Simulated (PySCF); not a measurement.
Si(F)(OH)2(OMe) (CH5FO3Si), SMILES CO[Si](O)(O)F.

Geometry: PBE-D3(BJ)/def2-SVP. This is a generated structure with no PubChem entry under its InChIKey; it may be hypothetical. One conformer was computed; it need not be the lowest.

All values below come from PBE-D3(BJ)/def2-SVP run with PySCF.

Frequencies are harmonic and unscaled.

Task: Give all harmonic wavenumbers and intensities. (An estimate is asked for; the answer gives what the named calculation found.)

Result: 
```csv
mode,ν (cm⁻¹),IR (km/mol),moving atoms (share of kinetic energy)
1,43,4.9,"H 30 %, O 29 %, C 25 %, F 15 %"
2,83,20.6,H 81 %
3,94,23.9,H 86 %
4,146,11.0,"H 35 %, C 31 %, O 19 %, F 11 %"
5,198,127.5,"H 78 %, O 11 %"
6,273,20.7,"O 67 %, H 19 %, F 13 %"
7,294,23.6,"O 63 %, H 17 %, F 13 %"
8,335,56.3,"O 44 %, F 25 %, Si 18 %, H 10 %"
9,354,34.8,"O 53 %, Si 21 %, F 19 %"
10,398,27.7,"O 53 %, Si 22 %, F 13 %"
11,694,13.9,"O 60 %, F 20 %, C 10 %"
12,773,145.4,"H 63 %, O 28 %"
13,796,156.1,"H 77 %, O 22 %"
14,892,192.3,"Si 45 %, F 27 %, H 14 %, O 9 %"
15,936,165.0,"Si 47 %, O 33 %, F 11 %"
16,982,143.1,"Si 48 %, O 38 %, H 14 %"
17,1123,181.8,"H 34 %, O 33 %, C 30 %"
18,1135,3.2,"H 76 %, C 19 %"
19,1175,150.8,"H 43 %, O 31 %, C 24 %"
20,1420,3.8,H 97 %
21,1423,1.6,"H 88 %, C 10 %"
22,1427,6.9,H 96 %
23,2936,59.0,H 97 %
24,3015,29.5,"H 90 %, C 10 %"
25,3052,24.8,"H 90 %, C 10 %"
26,3776,92.8,H 94 %
27,3781,81.3,H 94 %
```
